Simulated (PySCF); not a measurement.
Job file and geometry (Å, from GFN2-xTB) of an NMR shielding run on SMILES C#CB(SC)SCC, C5H9BS2, PySCF 2.14.0, density-fitted response routines, GIAO PBE0/pcSseg-1 NMR shielding, non-relativistic, gas phase; density fitting, a coarse starting grid and PySCF grid level 2 are the driver's defaults:

```
$ OMP_NUM_THREADS=1 python probes_run.py task.json out

{"job": {"kind": "nmr", "xc": "PBE0", "basis": "pcSseg-1"}, "charge": 0, "multiplicity": 1}
C      0.619599     2.624506    -0.769461
C     -0.062003     1.677085    -0.469639
B     -0.881457     0.469347    -0.103551
S     -2.659719     0.661020     0.010737
C     -3.228269    -1.017341     0.443229
S     -0.105362    -1.129580     0.188473
C      1.682713    -0.778928    -0.004146
C      2.268261    -0.137083     1.238606
H      1.198559     3.462255    -1.030456
H     -2.766955    -1.326681     1.375794
H     -4.306637    -0.966446     0.550926
H     -2.958401    -1.705216    -0.352142
H      1.804287    -0.139373    -0.877225
H      2.137924    -1.750253    -0.195787
H      1.793200     0.823207     1.428904
H      2.121649    -0.779284     2.104302
H      3.335613     0.024796     1.100986
```

Q: Write the output of this run.

A: 
```
coarse grid: 15344 points
cycle   1  E = -1016.4733186022  dE =  8.216e-01  |g| = 3.984e-01  |ddm| = 3.816e+00
cycle   2  E = -1016.4696255413  dE =  3.693e-03  |g| = 4.255e-01  |ddm| = 8.816e-01
cycle   3  E = -1016.5113521106  dE = -4.173e-02  |g| = 1.594e-01  |ddm| = 4.403e-01
cycle   4  E = -1016.5173101757  dE = -5.958e-03  |g| = 4.017e-02  |ddm| = 1.260e-01
cycle   5  E = -1016.5177023471  dE = -3.922e-04  |g| = 1.128e-02  |ddm| = 4.400e-02
cycle   6  E = -1016.5177379920  dE = -3.564e-05  |g| = 2.699e-03  |ddm| = 1.608e-02
cycle   7  E = -1016.5177395070  dE = -1.515e-06  |g| = 9.103e-04  |ddm| = 2.886e-03
final grid: 139088 points
cycle   8  E = -1016.5694117625  dE = -3.930e-05  |g| = 1.021e-02  |ddm| = 3.971e-02
cycle   9  E = -1016.5693969838  dE =  1.478e-05  |g| = 1.263e-02  |ddm| = 2.158e-02
cycle  10  E = -1016.5694382561  dE = -4.127e-05  |g| = 5.845e-04  |ddm| = 1.296e-02
cycle  11  E = -1016.5694383409  dE = -8.487e-08  |g| = 2.271e-04  |ddm| = 9.820e-04
cycle  12  E = -1016.5694383534  dE = -1.250e-08  |g| = 6.413e-05  |ddm| = 2.503e-04
cycle  13  E = -1016.5694383543  dE = -8.613e-10  |g| = 3.394e-05  |ddm| = 8.183e-05
cycle  14  E = -1016.5694383546  dE = -2.610e-10  |g| = 1.102e-05  |ddm| = 2.905e-05
converged SCF energy = -1016.5694383546

GIAO shielding tensors (ppm)
atom      isotropic    diamagn.    paramagn.     s11        s22        s33       span
  0 C       67.451     261.315    -193.864     12.315     16.905    173.132    160.818
  1 C       97.440     258.108    -160.668     -5.494     -1.344    299.158    304.652
  2 B       48.566     196.162    -147.596     -9.925     44.468    111.154    121.080
  3 S      449.379    1057.166    -607.787    202.188    554.527    591.423    389.236
  4 C      169.635     252.250     -82.614    160.929    163.812    184.165     23.236
  5 S      411.203    1060.725    -649.522    198.857    440.589    594.164    395.307
  6 C      153.030     251.810     -98.780    133.610    151.778    173.704     40.094
  7 C      166.396     247.805     -81.409    148.187    164.422    186.580     38.394
  8 H       28.019      33.370      -5.352     24.147     25.260     34.650     10.503
  9 H       29.378      30.970      -1.591     24.244     28.568     35.323     11.079
 10 H       29.583      27.567       2.016     23.971     26.910     37.868     13.897
 11 H       29.415      30.720      -1.305     24.542     28.092     35.612     11.070
 12 H       28.306      32.778      -4.472     24.372     27.244     33.301      8.929
 13 H       28.993      31.151      -2.158     22.984     27.707     36.287     13.302
 14 H       29.964      30.820      -0.857     24.877     31.103     33.912      9.035
 15 H       30.513      29.674       0.839     26.356     28.662     36.523     10.167
 16 H       30.441      28.254       2.187     25.830     26.792     38.701     12.871
```

Size and cost of the density-fitted run: 195 basis functions, 51 s wall time on 1 thread of an Arm Neoverse N1, shared host; peak memory 0.86 GiB.
